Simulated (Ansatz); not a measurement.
# Which method gave which barrier?

Saddle point of BNH3BrF2, closed shell (BNH₂F₂ ([NH2][B]([F])[F]) + HBr → BBrF₂ ([F][B]([F])[Br]) + NH₃ (still joined by a long B–N bond); bonds formed: B1–Br6, N2–H5; bonds broken: H5–Br6; bonds weakened to dative contacts: B1–N2), PBE0-D4/def2-TZVP structure:

```csv
atom,x (Å),y (Å),z (Å)
B1,-0.7043,-0.3321,-0.3996
N2,0.6814,0.2424,-0.3383
F3,-0.8300,-1.6332,-0.4489
F4,-1.6943,0.4759,-0.6787
H5,0.6251,0.3506,0.8658
Br6,-0.2975,0.1370,2.3752
H7,0.7933,1.1521,-0.7720
H8,1.4263,-0.3926,-0.6034
```

Ansatz 0.2.0; basis: def2-TZVPP, with def2-QZVPP for the basis limit; cores frozen in the correlated methods. Filled d shells of the heavier atoms are correlated. The def2 sets are not built for correlating such inner shells, so the correlated values are less sure here. Extrapolation: Hartree–Fock as exp(−7.88 √X), correlation as X^−2.97. Four methods, as single points on the PBE0-D4 structures, gave these electronic barriers from the start structure: 0.494, 0.563, 0.661, 0.871 eV.

(1) The methods were, in alphabetical order, BLYP-D4, CCSD(T), HF, PBE0-D4. Which gave which? (Judge from chemistry; the calculation decides.)

T1 diagnostic: at most 0.011.

Answers

(1) By the calculation: PBE0-D4 0.494; BLYP-D4 0.563; CCSD(T) 0.661; HF 0.871 eV. For comparison, CCSD(T) at an estimated basis limit (MP2 extrapolated from triple and quadruple zeta, plus CCSD(T) − MP2 in triple zeta) gives 0.613 eV.

Labels in which every atom is bracketed show which atoms are joined, not bond orders.

For scale, one of the runs: CCSD(T)/def2-TZVPP, 214 basis functions, launched by `ansatz run in.yaml --threads 8 --pin off --events-out ev --progress --plain --max-ram 19148MiB`. Hardware: 8 CPU threads of an AMD EPYC 9R45, shared host. Wall time 26 s; peak host memory 3.6 GiB.
